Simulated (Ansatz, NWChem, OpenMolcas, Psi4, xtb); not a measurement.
**Ligand exchange: BH2Br + HNO2 → BH2(OH) + NBrO**

Species: BH2Br `BBr`, singlet; HNO2 (nitrous acid) `O=NO`, singlet; BH2(OH), singlet; NBrO (nitrosyl bromide) `O=NBr`, singlet. The partners trade Br for OH: B–Br and N–OH bonds give way to B–OH and N–Br.

Shapes, held fixed at every level: PBE0-D4/def2-TZVP. Flexible molecules stand in one conformer, not always the lowest. Programs: Ansatz 0.2.0, NWChem 7.3.0, OpenMolcas 26.06, Psi4 1.11, xtb 6.7.1. A level may come from different programs for different species; with the same settings they agree closely. Electronic energies: no zero-point or thermal term.

```
                             level                    kind  ΔE (kJ/mol)
                          GFN0-xTB          semi-empirical       -101.2
                          HF/3-21G            Hartree–Fock       -127.5
                     revPBE/STO-3G                     GGA        -82.8
                     r2SCAN/STO-3G                meta-GGA        -80.6
                    r2SCAN0/STO-3G           global hybrid        -61.4
                      HSE06/STO-3G  range-separated hybrid        -61.3
                    BCCD(T)/STO-3G   coupled cluster or CI        -90.3
                       CCSD/STO-3G   coupled cluster or CI        -82.8
B3LYP/6-31G* (Cartesian functions)           global hybrid       -108.1
```

B3LYP/6-31G* (Cartesian functions) gives ΔE = -108.1 kJ/mol; the levels span -127.5 to -61.3. The median of the levels is -82.8. No measured value is set beside it here. T1 is large for BH2(OH) (0.022), so single-reference values are less sure there. Relativity is left out for Br. Outer-core shells of Br are correlated, in sets that cover them unevenly. Rows in sets without polarisation functions are far from converged.
